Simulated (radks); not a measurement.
Results of a calculation; reference values are marked as such.
All-electron atom: the nitrogen ion N+ in 1s1.5 2s2 2p2 3p0.5 (fractional occupations, a model configuration). Level of theory: scalar-relativistic Kohn-Sham, PBE, spin-polarised, spherical densities, point nucleus; open shells are filled with parallel spins first (a radial shooting solver on a logarithmic mesh with Libxc functionals).

Local quantities along the radius. ELF = 1/(1 + alpha^2) is the electron localisation function; alpha = (tau - tau_W)/tau_unif compares the Pauli kinetic energy density with that of the uniform gas (summed over spins). tau is taken from the large components.

r (bohr)    ELF     alpha
0.01489   1.000  0.004326
0.01893   1.000  0.004671
0.02406   1.000  0.005156
0.03083   1.000  0.005882
0.0392    1.000  0.006934
0.04983   1.000  0.008568
0.06386   1.000   0.01137
0.08118   1.000   0.01617
0.1032    0.999   0.02545
0.1312    0.998   0.04546
0.1681    0.991   0.09748
0.2137    0.944    0.2441
0.2717    0.664    0.7106
0.3482    0.197     2.022
0.4426    0.101     2.979
0.5626    0.275     1.623
0.7153    0.695    0.6626
0.9166    0.870    0.3874
1.165     0.894    0.3449
1.481     0.838    0.4399
1.898     0.488     1.024
2.413     0.052     4.271
3.068     0.026     6.156
3.9       0.138     2.501
4.997     0.217     1.902
6.353     0.133     2.555
8.076     0.037     5.070
10.35     0.003     16.99

On this mesh the ELF has minima near r = 0.44, 2.7 bohr, which separate the shells, and maxima near 1.2 (0.89), 5.0 (0.22).
